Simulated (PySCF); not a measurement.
Nb(NH)Cl3 (singlet state).
Bonds: Nb1–N2, Nb1–Cl4, Nb1–Cl5, Nb1–Cl6. Hydrogens: H3 on N2.

A GFN2-xTB structure was refined with PBE0-D3(BJ)/def2-SVP geometry optimisation, gas phase, def2 core potentials past Kr (PySCF 2.14.0). Its GFN2-xTB values:

```
 coordinate  GFN2-xTB
     Nb1–N2   1.761 Å
    Nb1–Cl4   2.212 Å
    Nb1–Cl5   2.212 Å
      N2–H3   1.019 Å
 N2–Nb1–Cl4    112.5°
 N2–Nb1–Cl6    112.5°
Cl4–Nb1–Cl5    106.3°
Cl5–Nb1–Cl6    106.2°
```

Question: How do these coordinates change at the PBE0-D3(BJ)/def2-SVP level?

Answer: 
```
 coordinate  PBE0-D3(BJ)/def2-SVP (Å or °)  change
    Nb1–Cl5                          2.294  +0.082
    Nb1–Cl4                          2.289  +0.077
     Nb1–N2                          1.719  -0.042
      N2–H3                          1.017  -0.002
Cl5–Nb1–Cl6                          112.7    +6.5
 N2–Nb1–Cl6                          106.1    -6.4
 N2–Nb1–Cl4                          106.7    -5.8
Cl4–Nb1–Cl5                          111.4    +5.1
```

The energy falls by 28.1 kJ/mol over 19 energy and gradient evaluations, the largest force component goes from 0.0445 to 4.3e-04 Eh/bohr, and the atoms move by 0.154 Å rms after alignment. The bond that changes most is Nb1–Cl5 (ends: niobium bonded to 3 Cl and N; chlorine bonded to Nb), which lengthens by 0.082 Å. Bonds longer at the end by more than 0.005 Å: 3 of 5; shorter: 1. Rotational constants go from 1542, 1541, 1154 to 1503, 1481, 999.9 MHz.

The run used 104 basis functions and 122 SCF cycles in all.

No PBE0-D3(BJ)/def2-SVP frequencies stand behind this structure, so it isn't proved a minimum.
